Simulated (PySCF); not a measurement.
Computed shifts of a molecule Cl2FH3Si2, KT2/pcSseg-1 (PySCF), GIAO, gas phase, atoms alike by connectivity averaged where their shifts nearly agree, in ppm (number of nuclei): ¹⁹F: -123.8 (1). ²⁹Si: 29.4 (1), -101.1 (1). ¹H: 3.92 (3). References: ¹⁹F against CFCl3 (σ = 127.1 ppm); ²⁹Si against TMS (σ = 361.9 ppm); ³⁵Cl against HCl (σ = 945.4 ppm); ¹H against TMS (σ = 31.47 ppm), references at their B3LYP-D3(BJ)/def2-TZVP geometries, non-relativistic (without spin–orbit terms, shifts of atoms bonded to Cl or Br come out too high). Geometry optimised at r2SCAN-D4/def2-SVP. Other conformers were not sampled.

Q: Which molecule gave these data?
A) F[Si@H](Cl)[SiH2]Cl
B) F[Si]([SiH3])(Cl)Cl
C) F[SiH2][SiH](Cl)Cl

A: B, F[Si]([SiH3])(Cl)Cl
